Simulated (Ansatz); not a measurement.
Two isomers of C2H5BClF: A = `CCB(F)Cl`, B = `BCC(F)Cl`.

Calculated with Ansatz (gas phase, PBE0-D4/def2-TZVP geometries, no zero-point term in ΔE). CCSD(T)/CBS adds triple-zeta CCSD(T) − MP2 to the extrapolated MP2 energy (def2 sets, frozen cores). DFT in def2-TZVPP. One conformer a species, not always the lowest.

Problem. Which is lower in electronic energy at CCSD(T)/CBS, and by how much? (An estimate is asked.)

Solution. Computed: A, by 373.0 kJ/mol.

Problem. Give E(B) − E(A) in kJ/mol with MP2/def2-TZVPP, PBE0-D4, B2PLYP, r2SCAN-D4, CCSD(T)/def2-TZVPP, CCSD/def2-TZVPP, PBE-D4. (An estimate is asked.)

Solution. Computed: MP2/def2-TZVPP 384.1, PBE0-D4 371.2, B2PLYP 374.2, r2SCAN-D4 374.8, CCSD(T)/def2-TZVPP 374.7, CCSD/def2-TZVPP 375.3, PBE-D4 365.6. None reverses the order clearly.

Largest T1 diagnostic: 0.011.

In def2-TZVPP, CCSD(T) changes the Hartree–Fock value by +5.0 kJ/mol (the triples alone add −0.6 kJ/mol) and MP2 by +14.4 kJ/mol. From PBE to PBE0 (25 % exact exchange), in def2-TZVPP and without D4, E(B) − E(A) moves by +5.6 kJ/mol.
